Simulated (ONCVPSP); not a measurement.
## strontium (Sr): one change to an ONCV potential, before and after

Sr, optimised norm-conserving Vanderbilt (ONCV), made with ONCVPSP 4.0.1 (PBEsol, scalar-relativistic). Core [Ar] 3d10, reference 4s2 4p6 5s1.5 (charge +0.5). Waves: 4s+5s: rc 2.50 bohr, ncon 5, nbas 8, qcut 4.6 1/bohr, 2 projectors; 4p: rc 1.75 bohr, ncon 4, nbas 7, qcut 5 1/bohr, 2 projectors, debl 2.9 Ha; d scattering state at 0.22 Ha: rc 1.90 bohr, ncon 4, nbas 8, qcut 4.5 1/bohr, 3 projectors, debl 3.9 Ha. Local part: polynomial inside 1.55 bohr (lpopt 5, dvloc0 3 Ha). Core correction: polynomial model core, fcfact 0.65.

In the d channel the program set the typed energies aside and used 0.050, 3.950, 7.850 Ha.

Change: reference 4s2 4p6 5s1.75 5p0.25; wave 4p: rc 1.75 bohr, ncon 4, nbas 7, qcut 5 1/bohr, 2 projectors, debl 2.9 Ha becomes 4p+5p: rc 1.75 bohr, ncon 4, nbas 7, qcut 5 1/bohr, 2 projectors.

Cutoffs: the cutoffs (Ha) at which the residual kinetic energy of the hardest occupied pseudo-wave falls to 1 and 0.1 mHa per electron; they do not see the model core or the augmentation charge, which bear on the density cutoff. Errors are all-electron minus pseudo energies relative to the spin-unpolarised reference configuration.

Question: What does the change do?

Answer: The potential gets neither clearly harder nor softer (11 Ha and 41 Ha → 11 Ha and 41 Ha); the range in which the p phases agree narrows (upper end at the end of the scan → 3.3); neither file shows a bound ghost.

```tsv
quantity	base	changed
cutoff, loose	11 Ha	11 Ha
cutoff, tight	41 Ha	41 Ha
loose cutoff by channel	s 7.8 Ha, p 11 Ha	s 7.8 Ha, p 11 Ha
bound ghosts	none	none
GHOST(+) flags under 300 eV	none	none
largest error over its own tests, meV	-3.5	-3.9
s: phases at 2.53 bohr within 0.05 rad from the reference energy up to (Ha; the scan ends near 5)	3.5	3.6
p: phases at 1.78 bohr within 0.05 rad from the reference energy up to (Ha; the scan ends near 5)	to the end of the scan	3.3
d: phases at 1.92 bohr within 0.05 rad from the reference energy up to (Ha; the scan ends near 5)	to the end of the scan	to the end of the scan
rms error of d²Exc/dni dnj with the model core, mHa	1.90	1.42
```

Changed file: The cutoffs count occupied waves only; projector 2 of the d channel, the hardest unoccupied one, needs 27 Ha at the loose tolerance.
